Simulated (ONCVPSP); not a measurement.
## Si (Z = 14): excitation energies, all-electron against ONCV

```json
{
  "Element": "silicon (Si)",
  "Generator": "ONCVPSP 4.0.1",
  "Type": "optimised norm-conserving Vanderbilt (ONCV)",
  "Functional": "PBEsol",
  "Relativity": "scalar-relativistic",
  "Frozen core": "[Ne]",
  "Valence charge": "4",
  "Reference configuration": "3s2 3p2",
  "Partial waves": "3s: rc 1.55 bohr, ncon 3, nbas 7, qcut 3.3 1/bohr, 1 projector; 3p: rc 1.95 bohr, ncon 4, nbas 9, qcut 3.4 1/bohr, 2 projectors, debl 3.8 Ha",
  "Local potential": "polynomial inside 1.10 bohr (lpopt 5, dvloc0 0 Ha)",
  "Core correction": "polynomial model core, fcfact 0.65"
}
```

Energies are relative to the spin-unpolarised reference configuration 3s2 3p2; without spin polarisation the order of configurations can differ from experiment.

| valence configuration | charge | ΔE all-electron (eV) | error AE − PS (meV) |
| --- | --- | --- | --- |
| 3s2 3p1 | +1 | 7.713 | +3.2 |
| 3s1 3p0 | +3 | 57.576 | +99 |

Task: What are ΔE and the potential's error for 3s0 3p4?

Result: ΔE = 13.737 eV all-electron; the error (AE − PS) is -6.6 meV.

Task: What are ΔE and the potential's error for 3s2 3p0?

Result: ΔE = 23.676 eV all-electron; the error (AE − PS) is +30 meV.

Levels in the configuration 3s0 3p4:

| level | all-electron (eV) | pseudo (eV) |
| --- | --- | --- |
| 3p | -5.172 | -5.170 |

Note: no bound ghost flagged; GHOST(+) flagged for s at 26.6 eV.
